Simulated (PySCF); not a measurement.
Ligands exchanged one at a time, Si Cl-SH. Isolated molecules, 0 K electronic values unless said otherwise. One relaxed conformer stands for each flexible species; it need not be the lowest. Strings in code marks are SMILES.

The T1 excitation (TDA) from two functionals at the same geometries (r2SCAN-D4/def2-TZVP), both in PySCF: PBE-D3(BJ)/def2-TZVP and r2SCAN-D4/def2-TZVP. Excitations are Tamm–Dancoff values on a coarser integration grid. The basis has no diffuse functions, so Rydberg states are missing or too high.

| species | r2SCAN-D4/def2-TZVP (eV) |
|---|---|
| 1 of 4 Cl replaced by SH (`S[Si](Cl)(Cl)Cl`) | 5.57 |
| 2 of 4 Cl replaced by SH (`S[Si](S)(Cl)Cl` (H–S–Si–Cl torsion 53°, Cl–Si–S–H torsion -53°)) | 5.03 |
| 3 of 4 Cl replaced by SH | 4.89 |
| 4 of 4 Cl replaced by SH (`S[Si](S)(S)S`) | 4.65 |

Question: What does PBE-D3(BJ)/def2-TZVP give for each?

Answer: 
- 1 of 4 Cl replaced by SH (`S[Si](Cl)(Cl)Cl`): 5.10
- 2 of 4 Cl replaced by SH (`S[Si](S)(Cl)Cl` (H–S–Si–Cl torsion 53°, Cl–Si–S–H torsion -53°)): 4.60
- 3 of 4 Cl replaced by SH: 4.45
- 4 of 4 Cl replaced by SH (`S[Si](S)(S)S`): 4.21
Over these rows, drawn at random from the members with no instability flagged (it was tested for open shells, ions and some series alone), PBE minus r2SCAN-D4: mean -0.45 eV, from -0.47 eV to -0.44 eV.
